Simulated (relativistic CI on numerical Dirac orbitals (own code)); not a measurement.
## Sb48+: computed level list

Calculated at this level of theory: Dirac-Coulomb-Breit CI, orbitals from a KLI potential per configuration, model QED, unscaled Slater integrals (own radial code, finite nucleus).

Configurations in the expansion (outside the closed core 1s2): 2s, 2p, 3s, 3p, 3d, 4s, 4p, 4d, 4f, 5s, 5p, 5d, 5f, 5g, 6s, 6p, 6d. Levels of other configurations are missing.

The lowest level is 2s 2S_1/2, with 100 % of that term; Hund's rules for 2s give 2S with J = 1/2, in agreement.

```csv
No.,Configuration,Term,J,E (Ry),%,Lifetime (s),jj configuration (%)
1,2s,2S,1/2,0.000,100,,2s (100)
2,2p,2P°,1/2,8.159,100,2.08e-10,2p1/2 (100)
3,2p,2P°,3/2,29.527,100,4.11e-12,2p3/2 (100)
4,3s,2S,1/2,358.130,100,1.91e-14,3s (100)
5,3p,2P°,1/2,360.381,100,7.07e-15,3p1/2 (100)
6,3p,2P°,3/2,366.727,100,8.17e-15,3p3/2 (100)
7,3d,2D,3/2,367.456,100,2.54e-15,3d3/2 (100)
8,3d,2D,5/2,369.397,100,2.67e-15,3d5/2 (100)
9,4s,2S,1/2,481.657,100,2.81e-14,4s (100)
10,4p,2P°,1/2,482.579,100,1.21e-14,4p1/2 (100)
11,4p,2P°,3/2,485.248,100,1.36e-14,4p3/2 (100)
12,4d,2D,3/2,485.553,100,5.87e-15,4d3/2 (100)
13,4d,2D,5/2,486.373,100,6.20e-15,4d5/2 (100)
14,4f,2F°,5/2,486.389,100,1.23e-14,4f5/2 (100)
15,4f,2F°,7/2,486.793,100,1.25e-14,4f7/2 (100)
16,5s,2S,1/2,538.251,100,4.42e-14,5s (100)
17,5p,2P°,1/2,538.716,100,2.06e-14,5p1/2 (100)
18,5p,2P°,3/2,540.078,100,2.29e-14,5p3/2 (100)
19,5d,2D,3/2,540.233,100,1.12e-14,5d3/2 (100)
20,5d,2D,5/2,540.654,100,1.19e-14,5d5/2 (100)
21,5f,2F°,5/2,540.662,100,2.36e-14,5f5/2 (100)
22,5g,2G,7/2,540.870,100,4.02e-14,5g7/2 (100)
23,5f,2F°,7/2,540.870,100,2.40e-14,5f7/2 (100)
24,5g,2G,9/2,540.994,100,4.05e-14,5g9/2 (100)
25,6s,2S,1/2,568.773,100,6.74e-14,6s (100)
26,6p,2P°,1/2,569.039,100,3.29e-14,6p1/2 (100)
27,6p,2P°,3/2,569.825,100,3.65e-14,6p3/2 (100)
28,6d,2D,3/2,569.915,100,1.91e-14,6d3/2 (100)
29,6d,2D,5/2,570.158,100,2.03e-14,6d5/2 (100)
```

Energies count from the lowest computed level; ° marks odd parity; lifetimes are radiative, by E1, M1, E2, M2 decay to levels of this space only. Filled j subshells are mostly left out of the jj labels.

The mean weight of the leading LS term, summed over parents, in these 29 levels is 100 %, and that of the leading jj configuration (from the same eigenvectors) 100 %.

At this charge energies of transitions that change n are usually good to better than 1 %, and those within a shell (Δn = 0) to a few per cent.
